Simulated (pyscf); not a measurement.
`[F][N][F]` [doublet] + `[GeH4]` -> `[F][NH][F]` + `[GeH3]` [doublet] (hydrogen abstraction; doublet surface; Ge–H broken, H–N formed). Single points on ωB97X-D3(BJ)/def2-SVP structures (PySCF, gas phase). Energies in eV from the separated reactants.

```csv
level,barrier,reaction energy
ωB97X-D3(BJ)/def2-TZVP,0.89,+0.59
PBE/def2-TZVP,0.50,+0.49
r²SCAN/def2-TZVP,0.64,+0.56
B3LYP-D3(BJ)/def2-TZVP,0.70,+0.50
M06-2X/def2-TZVP,0.71,+0.22
HF/def2-TZVP,1.68,+0.68
```

The functionals in the table span 0.38 eV in this barrier, from PBE to ωB97X-D3(BJ)/def2-TZVP. This is the saddle that the search found; another between the same sides may lie lower. The angle at the transferred H is 162°. Elements up to Kr have no core potential and no relativistic terms here.
